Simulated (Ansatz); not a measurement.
**Two structures, one formula**

The two ends of one reaction step of Si2AsNH10, closed shell (PBE0-D4/def2-TZVP).

A:

Si1  (-0.322, -1.303, -0.481)
N2  (0.826, 1.095, 1.359)
H3  (-1.031, -2.464, -1.097)
H4  (0.312, -1.795, 0.771)
Si5  (-1.829, 0.439, -0.095)
H6  (1.099, 2.008, 1.014)
As7  (1.252, -0.627, -2.122)
H8  (0.406, 1.230, 2.271)
H9  (1.673, 0.557, 1.495)
H10  (-2.154, 0.583, 1.349)
H11  (-1.312, 1.729, -0.622)
H12  (-3.111, 0.159, -0.808)
H13  (2.147, -1.837, -1.893)
H14  (2.045, 0.225, -1.142)
(Å)

B:

```
14
angstrom
Si -0.4826 -1.0527 1.1003
N 0.7571 -0.0489 1.7605
H 0.1740 -2.0400 0.2017
H -1.2689 -1.8428 2.0998
Si -1.9834 0.2968 -0.0864
H 1.7217 0.4723 -0.8657
As 1.5819 0.1655 -2.3489
H 0.5018 0.7835 2.2676
H 1.5743 -0.4748 2.1695
H -2.5346 1.3501 0.8137
H -1.3291 0.9746 -1.2384
H -3.1187 -0.5209 -0.5940
H 3.0787 0.3111 -2.5889
H 1.3275 1.6260 -2.6910
```

Computed with Ansatz 0.2.0 (basis: def2-TZVPP); correlated methods freeze the cores. Filled d shells of the heavier atoms are correlated. The def2 sets are not built for correlating such inner shells, so the correlated values are less sure here. B3LYP uses VWN-RPA correlation.

Task: Which structure is lower at CCSD(T), and by how much? (An estimate is asked for; the value comes from the calculation.)

Result: Computed: A, by 0.054 eV (electronic energy, against the other). By their contacts, A is a complex of Si₂AsH₇ ([SiH3][SiH2][AsH2]) + NH₃ and B is a complex of Si₂NH₇ ([NH2][SiH2][SiH3]) + AsH₃.

Task: Do the other methods give the same order? (A judgement: the text doesn't fix the answer.)

Result: By the calculation: Not all: CAM-B3LYP-D4, HF give the other order.

```
      method  E(B) − E(A) (eV)
       SPW92             0.144
      PBE-D4             0.174
     BLYP-D4             0.061
   r2SCAN-D4             0.102
      B97M-V             0.047
     PBE0-D4             0.145
    B3LYP-D4             0.041
  r2SCAN0-D4             0.095
    BHLYP-D4             0.014
CAM-B3LYP-D4            -0.032
     wB97X-V             0.034
     wB97M-V             0.058
      B2PLYP             0.009
    PBE-QIDH             0.098
  RPA on PBE             0.020
          HF            -0.146
         MP2             0.077
        CCSD             0.018
     CCSD(T)             0.054
```

No T1 diagnostic of these runs exceeds 0.012.

Labels in which every atom is bracketed show which atoms are joined, not bond orders.

For scale, one of the runs: CCSD(T)/def2-TZVPP, 303 basis functions, launched by `ansatz run in.yaml --threads 8 --pin off --events-out ev --progress --plain --max-ram 19148MiB`. Time: 4.4 min of wall clock on 8 CPU threads of an Arm Neoverse V1; the host was shared. Peak host memory: 9.6 GiB.
